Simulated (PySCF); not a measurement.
# Field gradients at the hydrogen positions

C11H12O2.
Cartesian coordinates in Å at the PBE0-D3(BJ)/def2-SVP level; atoms count from 1:
```
atom  x, y, z in Å
C1     5.075    0.598    0.325
C2     4.073   -0.492    0.043
O3     2.771    0.082    0.085
C4     1.747   -0.758   -0.123
O5     1.893   -1.938   -0.338
C6     0.457   -0.048   -0.053
C7    -0.689   -0.724   -0.246
C8    -2.050   -0.198   -0.214
C9    -3.119   -1.075   -0.457
C10   -4.436   -0.624   -0.437
C11   -4.708    0.717   -0.172
C12   -3.655    1.602    0.072
C13   -2.342    1.151    0.052
H14    4.911    1.035    1.321
H15    6.096    0.191    0.290
H16    4.998    1.404   -0.420
H17    4.130   -1.308    0.782
H18    4.231   -0.953   -0.945
H19    0.495    1.023    0.156
H20   -0.585   -1.795   -0.451
H21   -2.905   -2.127   -0.664
H22   -5.253   -1.323   -0.629
H23   -5.740    1.074   -0.156
H24   -3.864    2.654    0.281
H25   -1.529    1.854    0.246
```

Level: PBE0/pcSseg-1 (PySCF, non-relativistic); Q(2H) = 0.00286 b; rigid geometry, the same for H and D, with no vibrational averaging.

Question: Rank these positions by the coupling χzz of a deuteron there, largest first.
A. H24 (aromatic hydrogen)
B. H20 (vinylic hydrogen)
C. H18 (methylene hydrogen)

Answer: A (204 kHz), B (194 kHz), C (185 kHz).

Tabulate Vzz, the asymmetry η and χzz = 234.96 MHz × Q × Vzz for every hydrogen position.

| atom | bonded to | bond length (Å) | Vzz (au) | η | χzz (kHz) |
| --- | --- | --- | --- | --- | --- |
| H14 | C1 | 1.100 | 0.2912 | 0.03 | 196 |
| H15 | C1 | 1.100 | 0.2925 | 0.03 | 197 |
| H16 | C1 | 1.100 | 0.2912 | 0.03 | 196 |
| H17 | C2 | 1.102 | 0.2756 | 0.10 | 185 |
| H18 | C2 | 1.102 | 0.2756 | 0.10 | 185 |
| H19 | C6 | 1.092 | 0.3047 | 0.08 | 205 |
| H20 | C7 | 1.096 | 0.2880 | 0.05 | 194 |
| H21 | C9 | 1.093 | 0.3006 | 0.08 | 202 |
| H22 | C10 | 1.092 | 0.3035 | 0.07 | 204 |
| H23 | C11 | 1.093 | 0.3035 | 0.06 | 204 |
| H24 | C12 | 1.093 | 0.3032 | 0.07 | 204 |
| H25 | C13 | 1.092 | 0.3039 | 0.07 | 204 |

How does χzz go with the bond length over the 12 C–H bonds?

A straight-line fit has a slope of -15.4 kHz for each 0.01 Å, with a correlation coefficient of -0.92, over lengths from 1.092 to 1.102 Å. The longer bonds have the smaller couplings here.

One conformer (not necessarily the lowest) at the PBE0-D3(BJ)/def2-SVP geometry, without solvent, vibrations or thermal averaging. A larger basis could move these couplings by a tenth or more.
